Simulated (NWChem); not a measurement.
System: silicon dioxide molecule (SiO2); SMILES [Si](=O)=O

Excerpt of the output:

```
             Northwest Computational Chemistry Package (NWChem) 7.3.0
             --------------------------------------------------------

 ORDER OF PRIMARY AXIS IS BEING SET TO 4
 D4H symmetry detected

                             Geometry "geometry" -> ""
                             -------------------------

 Output coordinates in angstroms (scale by  1.889725989 to convert to a.u.)

  No.       Tag          Charge          X              Y              Z
 ---- ---------------- ---------- -------------- -------------- --------------
    1 O                    8.0000     0.00000000     0.00000000    -1.51836900
    2 Si                  14.0000     0.00000000     0.00000000     0.00000000
    3 O                    8.0000     0.00000000     0.00000000     1.51836900

 Effective nuclear repulsion energy (a.u.)      89.2203250619

      Symmetry information
      --------------------

 Group name             D4h
 Group number             28
 Group order              16
 No. of unique centers     2

                                 NWChem DFT Module
                                 -----------------

 Summary of "ao basis" -> "ao basis" (spherical)
 ------------------------------------------------------------------------------
       Tag                 Description            Shells   Functions and Types
 ---------------- ------------------------------  ------  ---------------------
 O                         def2-svpd                 9       23   4s3p2d
 Si                        def2-svpd                10       24   5s3p2d

      Symmetry analysis of basis
      --------------------------

        a1g        16
        a1u         0
        a2g         0
        a2u        12
        b1g         4
        b1u         2
        b2g         4
        b2u         2
        eg         14
        eu         16

            General Information
            -------------------
          SCF calculation type: DFT
          Wavefunction type:  closed shell.
          No. of atoms     :     3
          No. of electrons :    30
           Alpha electrons :    15
            Beta electrons :    15
          Charge           :     0
          Spin multiplicity:     1
          Use of symmetry is: on ; symmetry adaption is: on
          Maximum number of iterations: 150
          AO basis - number of functions:    70
                     number of shells:    28
          Convergence on energy requested:  1.00D-06
          Convergence on density requested:  1.00D-05
          Convergence on gradient requested:  5.00D-04

              XC Information
              --------------
                         B3LYP Method XC Potential
                     Hartree-Fock (Exact) Exchange  0.200
                        Slater Exchange Functional  0.800 local
                    Becke 1988 Exchange Functional  0.720 non-local
              Lee-Yang-Parr Correlation Functional  0.810
                  VWN I RPA Correlation Functional  0.190 local

             Grid Information
             ----------------
          Grid used for XC integration:  medium
          Radial quadrature: Mura-Knowles
          Angular quadrature: Lebedev.
          Tag              B.-S. Rad. Rad. Pts. Rad. Cut. Ang. Pts.
          ---              ---------- --------- --------- ---------
          O                   0.60       49          11.0       434
          Si                  1.10       88           9.0       590
          Grid pruning is: on
          Number of quadrature shells:   137
          Spatial weights used:  Erf1

      Superposition of Atomic Density Guess
      -------------------------------------

 Sum of atomic energies:        -438.12743730

      Non-variational initial energy
      ------------------------------

 Total energy =    -438.459975
 1-e energy   =    -783.477781
 2-e energy   =     255.797481
 HOMO         =      -0.503286
 LUMO         =      -0.136050

      Symmetry analysis of molecular orbitals - initial
      -------------------------------------------------

 !! scf_movecs_sym_adapt:   12 vectors were symmetry contaminated

  Symmetry fudging

 !! scf_movecs_sym_adapt:   12 vectors were symmetry contaminated

  Numbering of irreducible representations:

     1 a1g         2 a1u         3 a2g         4 a2u         5 b1g
     6 b1u         7 b2g         8 b2u         9 eg         10 eu

  Orbital symmetries:

     1 a1g         2 a2u         3 a1g         4 a1g         5 a2u
     6 eu          7 eu          8 a1g         9 a2u        10 a1g
    11 a2u        12 eu         13 eu         14 eg         15 eg
    16 a1g        17 eu         18 eu         19 a1g        20 a2u
    21 a1g        22 eg         23 eg         24 eu         25 eu

     ---------------------------------------------
      Total Density - Mulliken Population Analysis
     ---------------------------------------------

    Atom       Charge   Shell Charges
 -----------   ------   -------------------------------------------------------
    1 O    8     9.13   1.99  1.15  0.70  0.05  3.08  1.99  0.14  0.01  0.02
    2 Si  14    11.75   2.00  1.99  0.81  0.08 -0.01  5.93  0.67  0.00  0.27  0.00
    3 O    8     9.13   1.99  1.15  0.70  0.05  3.08  1.99  0.14  0.01  0.02

   convergence    iter        energy       DeltaE   RMS-Dens  Diis-err
 ---------------- ----- ----------------- --------- --------- ---------
 d= 0,ls=0.0,diis     1   -439.5764114128 -5.29D+02  4.37D-02  1.39D+00
 d= 0,ls=0.0,diis     2   -438.7604996521  8.16D-01  2.92D-02  9.04D+00
 d= 0,ls=0.0,diis     3   -439.7590968103 -9.99D-01  2.53D-03  8.35D-03
 d= 0,ls=0.0,diis     4   -439.7598464673 -7.50D-04  6.10D-04  1.32D-03
 d= 0,ls=0.0,diis     5   -439.7599788510 -1.32D-04  1.25D-04  1.87D-05
  Resetting Diis
 d= 0,ls=0.0,diis     6   -439.7599812604 -2.41D-06  1.37D-05  1.54D-07
 d= 0,ls=0.0,diis     7   -439.7599812827 -2.22D-08  2.17D-06  8.22D-09

         Total DFT energy =     -439.759981282671
      One electron energy =     -784.812197033788
           Coulomb energy =      293.892855017007
    Exchange-Corr. energy =      -38.060964327797
 Nuclear repulsion energy =       89.220325061907

 Numeric. integr. density =       29.999998485178

                  Occupations of the irreducible representations
                  ----------------------------------------------

                     irrep           alpha         beta
                     --------     --------     --------
                     a1g               5.0          5.0
                     a1u               0.0          0.0
                     a2g               0.0          0.0
                     a2u               4.0          4.0
                     b1g               0.0          0.0
                     b1u               0.0          0.0
                     b2g               0.0          0.0
                     b2u               0.0          0.0
                     eg                2.0          2.0
                     eu                4.0          4.0

                       DFT Final Molecular Orbital Analysis
                       ------------------------------------

 Vector   13  Occ=2.000000D+00  E=-3.985553D-01  Symmetry=eu
              MO Center=  2.6D-17,  9.7D-17, -3.7D-14, r^2= 2.5D+00
   Bfn.  Coefficient  Atom+Function         Bfn.  Coefficient  Atom+Function
  ----- ------------  ---------------      ----- ------------  ---------------
     6      0.283883  1 O  py                53      0.283883  3 O  py
     5     -0.249421  1 O  px                52     -0.249421  3 O  px
     9      0.193826  1 O  py                56      0.193826  3 O  py
    33      0.189988  2 Si py                 8     -0.170296  1 O  px
    55     -0.170296  3 O  px                32     -0.166925  2 Si px

 Vector   14  Occ=2.000000D+00  E=-3.594856D-01  Symmetry=eg
              MO Center= -1.1D-15, -6.7D-16, -1.7D-14, r^2= 2.8D+00
   Bfn.  Coefficient  Atom+Function         Bfn.  Coefficient  Atom+Function
  ----- ------------  ---------------      ----- ------------  ---------------
     5      0.365531  1 O  px                52     -0.365531  3 O  px
     6      0.241467  1 O  py                53     -0.241467  3 O  py
     8      0.229559  1 O  px                55     -0.229559  3 O  px
     9      0.151645  1 O  py                56     -0.151645  3 O  py
    41      0.122816  2 Si d  1              39     -0.081131  2 Si d -1

 Vector   15  Occ=2.000000D+00  E=-3.594856D-01  Symmetry=eg
              MO Center=  3.2D-16, -1.2D-16,  5.2D-14, r^2= 2.8D+00
   Bfn.  Coefficient  Atom+Function         Bfn.  Coefficient  Atom+Function
  ----- ------------  ---------------      ----- ------------  ---------------
     6      0.365531  1 O  py                53     -0.365531  3 O  py
     5     -0.241467  1 O  px                52      0.241467  3 O  px
     9      0.229559  1 O  py                56     -0.229559  3 O  py
     8     -0.151645  1 O  px                55      0.151645  3 O  px
    39     -0.122816  2 Si d -1              41     -0.081131  2 Si d  1

 Vector   16  Occ=0.000000D+00  E=-1.414580D-01  Symmetry=a1g
              MO Center= -2.2D-16, -4.2D-16,  7.2D-16, r^2= 3.1D+00
   Bfn.  Coefficient  Atom+Function         Bfn.  Coefficient  Atom+Function
  ----- ------------  ---------------      ----- ------------  ---------------
    28      0.530558  2 Si s                 27      0.415895  2 Si s
    40     -0.306287  2 Si d  0               7     -0.279126  1 O  pz
    54      0.279126  3 O  pz                25      0.208087  2 Si s
    26      0.168963  2 Si s                  2     -0.128381  1 O  s
    49     -0.128381  3 O  s                 10     -0.094953  1 O  pz

 Vector   17  Occ=0.000000D+00  E=-3.850140D-02  Symmetry=eu
              MO Center= -2.6D-16,  6.8D-16,  5.5D-16, r^2= 2.6D+00
   Bfn.  Coefficient  Atom+Function         Bfn.  Coefficient  Atom+Function
  ----- ------------  ---------------      ----- ------------  ---------------
    35      0.702813  2 Si px                32      0.360864  2 Si px
    36     -0.317821  2 Si py                 5     -0.275001  1 O  px
    52     -0.275001  3 O  px                 8     -0.272675  1 O  px
    55     -0.272675  3 O  px                29     -0.176816  2 Si px
    33     -0.163187  2 Si py                 6      0.124359  1 O  py

 Vector   18  Occ=0.000000D+00  E=-3.850140D-02  Symmetry=eu
              MO Center=  1.6D-16,  3.6D-16, -1.6D-16, r^2= 2.6D+00
   Bfn.  Coefficient  Atom+Function         Bfn.  Coefficient  Atom+Function
  ----- ------------  ---------------      ----- ------------  ---------------
    36      0.702813  2 Si py                33      0.360864  2 Si py
    35      0.317821  2 Si px                 6     -0.275001  1 O  py
    53     -0.275001  3 O  py                 9     -0.272675  1 O  py
    56     -0.272675  3 O  py                30     -0.176816  2 Si py
    32      0.163187  2 Si px                 5     -0.124359  1 O  px

     ---------------------------------------------
      Total Density - Mulliken Population Analysis
     ---------------------------------------------

    Atom       Charge   Shell Charges
 -----------   ------   -------------------------------------------------------
    1 O    8     8.54   1.99  1.13  0.68  0.14  2.77  1.66  0.13  0.01  0.03
    2 Si  14    12.91   2.00  1.98  1.16 -0.08 -0.05  5.93  1.17  0.18  0.46  0.18
    3 O    8     8.54   1.99  1.13  0.68  0.14  2.77  1.66  0.13  0.01  0.03

     -------------------------------------------
      Total Density - Lowdin Population Analysis
     -------------------------------------------

    Atom       Charge   Shell Charges
 -----------   ------   -------------------------------------------------------
    1 O    8     8.53   1.98  0.94  0.58  0.12  2.60  1.83  0.34  0.01  0.13
    2 Si  14    12.93   2.00  1.89  0.40  0.14  0.07  5.81  1.08  0.57  0.60  0.37
    3 O    8     8.53   1.98  0.94  0.58  0.12  2.60  1.83  0.34  0.01  0.13

     Multipole analysis of the density
     ---------------------------------

     L   x y z        total         alpha         beta         nuclear
     -   - - -        -----         -----         ----         -------
     0   0 0 0     -0.000000    -15.000000    -15.000000     30.000000

     1   1 0 0     -0.000000     -0.000000     -0.000000      0.000000
     1   0 1 0     -0.000000     -0.000000     -0.000000      0.000000
     1   0 0 1     -0.000000     -0.000000     -0.000000      0.000000

     2   2 0 0    -15.210767     -7.605384     -7.605384      0.000000
     2   1 1 0     -0.000000     -0.000000     -0.000000      0.000000
     2   1 0 1      0.000000      0.000000      0.000000      0.000000
     2   0 2 0    -15.210767     -7.605384     -7.605384      0.000000
     2   0 1 1      0.000000      0.000000      0.000000      0.000000
     2   0 0 2    -24.474577    -78.100411    -78.100411    131.726245
```

Level: B3LYP/def2-SVPD. The geometry was optimised at PBE0/def2-SVP. B3LYP is NWChem's, with the RPA form of VWN correlation.

Task: Reconstruct the input file.

Result: Several could match; the one computed here: the input that was run:
```
start job
memory heap 200 mb stack 900 mb global 1100 mb
geometry units angstroms noautoz
  O      0.000000     0.000000    -1.518369
  Si     0.000000     0.000000     0.000000
  O      0.000000     0.000000     1.518369
end
basis spherical
  * library def2-svpd
end
dft
  xc b3lyp
  iterations 150
  mulliken
end
task dft energy
```
